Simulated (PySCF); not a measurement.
Delta-SCF ions had no search for a lower state. Excitations are Tamm–Dancoff values on a coarser integration grid. The basis has no diffuse functions, so Rydberg states are missing or too high.

Cartesian coordinates (Å):
SMILES: C=Cc1ccc([SiH3])cc1S
```xyz
20

C     -3.2509    -0.5780    -1.3044
C     -2.3092     0.3634    -1.1470
C     -0.9861     0.1617    -0.5337
C     -0.3180    -1.0718    -0.6385
C      0.9521    -1.2637    -0.1016
C      1.6161    -0.2209     0.5689
Si     3.3502    -0.4505     1.2624
C      0.9467     1.0061     0.6989
C     -0.3312     1.2068     0.1621
S     -1.0566     2.8300     0.3676
H     -4.1985    -0.3497    -1.7986
H     -3.1165    -1.6002    -0.9380
H     -2.5140     1.3832    -1.4902
H     -0.8002    -1.8844    -1.1862
H      1.4348    -2.2381    -0.2151
H      3.4657     0.2223     2.5891
H      3.6317    -1.9075     1.4127
H      4.3788     0.1404     0.3546
H      1.4101     1.8307     1.2476
H     -2.3049     2.4202     0.6893
```
Charge 0, spin multiplicity 1.

**Question.** What vertical electron affinity (Delta-SCF), S1–T1 gap (TDA), dipole moment, S1 oscillator strength, LUMO, HOMO, T1 excitation (TDA) and brightest of the four lowest singlets (TDA) does ωB97X-D3(BJ)/def2-TZVP // B3LYP-D3(BJ)/def2-SVP in PySCF give?

**Answer.** 
| Item | Value |
|---|---|
| vertical electron affinity (Delta-SCF) | -0.07 eV |
| S1–T1 gap (TDA) | 1.45 eV |
| dipole moment | 1.61 D |
| S1 oscillator strength | 0.081 |
| LUMO | 0.42 eV |
| HOMO | -8.76 eV |
| T1 excitation (TDA) | 3.38 eV |
| brightest of the four lowest singlets (TDA) | 6.18 eV |
